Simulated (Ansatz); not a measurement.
Geometry optimisation, Ansatz, RHF/def2-SVP.

input.yaml

```yaml
crystal:
  periodic: [false, false, false]
  atoms:
    - { symbol: Zn, position_ang: [0.0, 0.0, 0.0] }
    - { symbol: O, position_ang: [0.0, 0.0, 2.14] }
    - { symbol: H, position_ang: [-0.9095, -0.2814, 2.4771] }
    - { symbol: Cl, position_ang: [0.0, 0.0, -2.24] }
    - { symbol: Cl, position_ang: [2.3247, 0.6372, 0.8009] }
    - { symbol: H, position_ang: [1.2232, 0.3353, 1.9489] }
basis:
  gaussian: { orbitals: def2-SVP }
hamiltonian:
  xc: hf
relax:
  f_tol: 0.15
  max_steps: 25
  restrain:
    - { distance: [0, 4], at: 2.24, k: 30.0 }
    - { distance: [5, 1], at: 1.01, k: 30.0 }
    - { distance: [0, 1], at: 2.99, k: 30.0 }
    - { distance: [5, 4], at: 2.57, k: 30.0 }
```

Command:

```bash
$ ansatz run input.yaml --threads 1 --pin off --max-ram 2048MiB --backend cpu --events-out ev --progress --plain --runs-dir out
```

Q: Where does it end, and by what steps?

A: The run converged. The restraints hold the end off the free minimum. After 9 steps the energy has fallen by 2.310 eV (the restraints' own energy left out); Zn1 moved furthest, 1.09 Å. Parted: Zn1–O2 (2.14 → 2.97 Å). Joined: O2–H6 (1.28 → 0.97 Å).

```csv
step,energy less start (eV),largest force component (eV/Å),accepted
0,0.0000,3.351,yes
1,0.2125,3.379,yes
2,-0.0455,2.700,yes
3,-0.2261,3.788,yes
4,-0.4009,2.593,yes
5,-0.7223,1.333,yes
6,-1.3791,3.281,yes
7,-2.0999,2.856,yes
8,-2.2800,1.739,yes
9,-2.3101,1.328,yes
```

```xyz
6
Properties=species:S:1:pos:R:3
Zn 0.850 0.254 -0.631
O -0.269 0.149 2.124
H -0.640 -0.465 2.739
Cl -0.534 -0.095 -2.218
Cl 2.578 0.584 0.716
H 0.654 0.264 2.397
```

Run time: 9.9 s on 1 thread of AMD EPYC 9R45 96-Core Processor (Zen 5), on a shared host, peak memory 0.2 GiB.
